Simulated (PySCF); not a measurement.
**Computed vibrations of PbCl4**

PbCl4 (singlet). PySCF 2.14.0, RKS PBE0, Pb def2-SVP with ECP60, Cl def2-SVP; non-relativistic Hamiltonian with scalar-relativistic core potentials where named; density fitting; no spin-orbit coupling. Central differences of gradients.

```xyz
5

Pb    0.0000    0.0000    0.0000
Cl    2.4522    0.0000    0.0000
Cl    0.0000    2.4522    0.0000
Cl   -2.4522    0.0000    0.0000
Cl    0.0000   -2.4522    0.0000
```

Run from Python with OMP_NUM_THREADS=2. Where DIIS fails, smearing, a level shift and second-order steps follow.
It took 18 s on 2 threads of Arm Neoverse V1 (shared host).

(1) What are the harmonic wavenumbers and infrared intensities?

(2) Is this a minimum?

## Answers

(1) Modes are labelled in D4h; negative numbers are unstable modes, those under 60 cm⁻¹ near the noise; a finer grid moves soft modes by up to 10 cm⁻¹.
```tsv
cm⁻¹	km/mol	symmetry
-77	–	b2u
97	8.5	a2u
126	10.2	eu
126	10.2	eu
146	0.0	b2g
291	0.0	b1g
313	0.0	a1g
343	50.9	eu
343	50.9	eu
```

(2) No: 1 unstable; the lowest moves the atoms so:
```
Pb   0.00  0.00  0.00
Cl   0.00  0.00  0.50
Cl   0.00  0.00 -0.50
Cl   0.00  0.00  0.50
Cl   0.00  0.00 -0.50
```
